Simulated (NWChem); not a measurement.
System: SiI2ClF; SMILES F[Si](Cl)(I)I

NWChem input:

```
start job
memory heap 200 mb stack 900 mb global 1100 mb
geometry units angstroms noautoz
  F      1.078963     1.932292     0.000000
  Si     0.706274     0.348850     0.000000
  Cl     2.477630    -0.696732     0.000000
  I     -0.570373    -0.126179     2.022268
  I     -0.570373    -0.126179    -2.022268
end
basis spherical
  * library def2-svp
end
ecp
  I library def2-ecp
end
dft
  xc xperdew91 perdew91
  iterations 150
  mulliken
end
task dft energy
```

Coordinates come from a PBE-D3(BJ)/def2-SVP optimisation. def2 effective core potentials on I; no spin-orbit coupling.

### Question
Give the results of this calculation. (PW91/def2-SVP with def2 effective core potentials on I.) Quantities: energy (Ha); highest occupied level (eV); orbital gap (eV); dipole (D).

### Answer
```yaml
energy (Ha): -1444.95
highest occupied level (eV): -6.83
orbital gap (eV): 3.95
dipole (D): 0.93
```
